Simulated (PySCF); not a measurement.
Sb, quartet (core potentials on Sb); PySCF with B3LYP/def2-SVP.

The PySCF input:
```python
from pyscf import gto, scf, dft

mol = gto.Mole()
mol.atom = '''
    Sb    0.000000    0.000000    0.000000
'''
mol.basis = 'def2-svp'
mol.ecp = {'Sb': 'def2-svp'}
mol.charge = 0
mol.spin = 3
mol.verbose = 4
mol.build()

mf = dft.UKS(mol)
mf.xc = 'b3lyp'
mf.level_shift = 0.3
mf.max_cycle = 100
mf.kernel()
```

Output, abridged:

```
PySCF version 2.14.0

[INPUT] verbose = 4
[INPUT] num. atoms = 1
[INPUT] num. electrons = 23
[INPUT] charge = 0
[INPUT] spin (= nelec alpha-beta = 2S) = 3
[INPUT] symmetry False subgroup None
[INPUT] Mole.unit = angstrom
[INPUT] Symbol           X                Y                Z      unit          X                Y                Z       unit  Magmom
[INPUT]  1 Sb     0.000000000000   0.000000000000   0.000000000000 AA    0.000000000000   0.000000000000   0.000000000000 Bohr   0.0

nuclear repulsion = 0
number of shells = 10
number of NR pGTOs = 61
number of NR cGTOs = 26
basis = def2-svp
ecp = {'Sb': 'def2-svp'}

******** <class 'pyscf.dft.uks.UKS'> ********
method = UKS
initial guess = minao
damping factor = 0
level_shift factor = 0.3
DIIS = <class 'pyscf.scf.diis.CDIIS'>
diis_start_cycle = 1
diis_space = 8
diis_damp = 0
SCF conv_tol = 1e-09
SCF conv_tol_grad = None
SCF max_cycles = 100
direct_scf = True
direct_scf_tol = 1e-13
number electrons alpha = 13  beta = 10
XC library pyscf.dft.libxc version 7.1.2
    S. Lehtola, C. Steigemann, M. J. T. Oliveira, and M. A. L. Marques,  SoftwareX 7, 1–5 (2018)
XC functionals = b3lyp
    P. J. Stephens, F. J. Devlin, C. F. Chabalowski, and M. J. Frisch,  J. Phys. Chem. 98, 11623 (1994)
radial grids:
    Treutler-Ahlrichs [JCP 102, 346 (1995); DOI:10.1063/1.469408] (M4) radial grids

becke partition: Becke, JCP 88, 2547 (1988); DOI:10.1063/1.454033
pruning grids: <function nwchem_prune>
grids dens level: 3
symmetrized grids: False
atomic radii adjust function: <function treutler_atomic_radii_adjust>
small_rho_cutoff = 0
Set gradient conv threshold to 3.16228e-05
tot grids = 21960
init E= -215.203035071052

cycle= 1 E= -239.836627527311  delta_E= -24.6  |g|= 1.15  |ddm|= 6.47
cycle= 2 E= -240.259784056715  delta_E= -0.423  |g|= 0.368  |ddm|= 2.08
cycle= 3 E= -240.286413466825  delta_E= -0.0266  |g|= 0.06  |ddm|= 0.182
cycle= 4 E= -240.288057447936  delta_E= -0.00164  |g|= 0.00835  |ddm|= 0.095
cycle= 5 E= -240.288133767052  delta_E= -7.63e-05  |g|= 0.00268  |ddm|= 0.032
cycle= 6 E= -240.288145180364  delta_E= -1.14e-05  |g|= 0.000892  |ddm|= 0.0139
cycle= 7 E= -240.288146570734  delta_E= -1.39e-06  |g|= 0.000308  |ddm|= 0.00463
cycle= 8 E= -240.288146737886  delta_E= -1.67e-07  |g|= 0.000109  |ddm|= 0.00157
cycle= 9 E= -240.288146758511  delta_E= -2.06e-08  |g|= 3.93e-05  |ddm|= 0.000518
cycle= 10 E= -240.288146761136  delta_E= -2.62e-09  |g|= 1.44e-05  |ddm|= 0.000172
cycle= 11 E= -240.28814676148  delta_E= -3.44e-10  |g|= 5.35e-06  |ddm|= 5.83e-05
Extra cycle  E= -240.288146761529  delta_E= -4.96e-11  |g|= 2.41e-06  |ddm|= 2.73e-05
converged SCF energy = -240.288146761529  <S^2> = 3.750495  2S+1 = 4.0002475
```
